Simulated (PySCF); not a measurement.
C₅H₇N, SMILES C=CC1=NCC1.

Geometry optimised at PBE-D3(BJ)/def2-SVP. One conformer was computed; it need not be the lowest.

Two levels are set side by side: PBE/def2-TZVP (PySCF) and HF/def2-TZVP (PySCF). Same geometry, gas phase. Differences are taken from unrounded values.

| quantity | HF |
|---|---|
| orbital gap (eV) | 11.71 |
| highest occupied level (eV) | -9.39 |
| lowest empty level (eV) | 2.32 |
| dipole moment (D) | 2.22 |
| mean polarisability (bohr³) | 65.2 |

Question: What does PBE give, and how far is it from HF? (Estimate from the structure and the level; the computed values follow.)

Answer: 
```tsv
quantity	PBE	PBE minus HF
orbital gap (eV)	3.51	-8.20
highest occupied level (eV)	-5.91	3.47
lowest empty level (eV)	-2.41	-4.73
dipole moment (D)	2.03	-0.19
mean polarisability (bohr³)	69.5	4.2
```

Without exact exchange PBE keeps part of each electron's self-repulsion, which lifts occupied levels and narrows the gap. Loosely held outer electrons make PBE densities more polarisable. Differences between two approximate levels are no errors against the true value.

Rough cost on one machine, each run with all the roots and properties that it gave: HF against PBE about 1/3.
